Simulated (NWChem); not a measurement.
C$_{2}$H$_{4}$ClFSi; SMILES F/C=C(/[SiH3])Cl

Program: NWChem. Medium grid unless said otherwise, to which SCAN and Minnesota functionals are sensitive. Coordinates come from a B3LYP/6-31G* (spherical d) optimisation. Total energies of different functionals are on different scales.

| level | energy (Ha) | highest occupied level (eV) | orbital gap (eV) | dipole (D) | relative time |
|---|---|---|---|---|---|
| PBE/def2-TZVP | -927.6791 | -6.38 | 4.81 | 1.78 | 1 |
| B3LYP/def2-TZVP | -928.2546 | -7.37 | 6.53 | 1.98 | 1 |
| M06-2X/def2-TZVP | -928.1064 | -8.81 | 9.13 | 2.19 | 1 |
| BLYP/def2-TZVP | -928.1681 | -6.23 | 4.80 | 1.80 | 1 |
| Hartree-Fock/def2-TZVP | -925.9953 | -10.29 | 13.48 | 2.40 | 1 |
| CAM-B3LYP/def2-TZVP | -928.1673 | -8.92 | 9.46 | 2.09 | 20 |

The last column is a rough cost ratio, cheapest run = 1.
